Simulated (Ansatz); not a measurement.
Consider the atomization: `COB(F)Br` → B• + Br• + C• + F• + 3 H• + O•.

Gas-phase electronic energies from Ansatz, PBE0-D4/def2-TZVP geometries. CCSD(T)/CBS is the MP2 limit (def2-TZVPP, def2-QZVPP) plus CCSD(T) − MP2 in def2-TZVPP, frozen cores. This one scheme is used for every species, atoms too. Functionals use def2-TZVPP. No spin–orbit coupling; open shells (•) take unrestricted orbitals. Spin–orbit coupling would lower the free atoms: a little for B, C, F, O; clearly for Br. For Br outer-core shells are correlated without core-valence functions, so the limit isn't a true one: a few kJ/mol of doubt a bond, and 10 to 20 or more in all where bonds break to atoms. Scalar relativity is left out up to krypton. One conformer a species, not always the lowest.

`COB(F)Br`:

Cartesian coordinates in Å:
```
C 0.825 0.743 -0.194
O 0.391 -0.414 0.493
B -0.800 -0.999 0.400
F -1.028 -2.083 1.115
Br -2.237 -0.362 -0.723
H 1.226 1.442 0.540
H 1.616 0.460 -0.889
H 0.007 1.214 -0.743
```

```
             level  ΔE (kJ/mol)
           BLYP-D4       3250.7
SCS-MP2/def2-TZVPP       3220.9
```

Question: What does CCSD(T)/CBS give? (Estimate.)

Answer: Ansatz gave: +3253.2 kJ/mol. The listed levels differ from it by -2.5, -32.3 kJ/mol.

Largest T1 diagnostic among the species: 0.014.

From BLYP to BHLYP (50 % exact exchange), in def2-TZVPP and without D4, ΔE moves by −101.7 kJ/mol: exact exchange takes away binding that semilocal exchange gives to molecules. Leaving LDA and LC-ωPBE aside and taking each functional with its dispersion term where it has one, the values, not all of them listed here, spread over 206.3 kJ/mol, from BHLYP-D4 to PBE-D4. LDA lies +450.1 kJ/mol from PBE without D4, its usual overbinding.

For atomizations the MP2-based limit and the directly extrapolated one differ by several kJ/mol either way, and by 10 to 25 for some Ge, Se and Sn compounds, so smaller differences from it don't rank the levels.
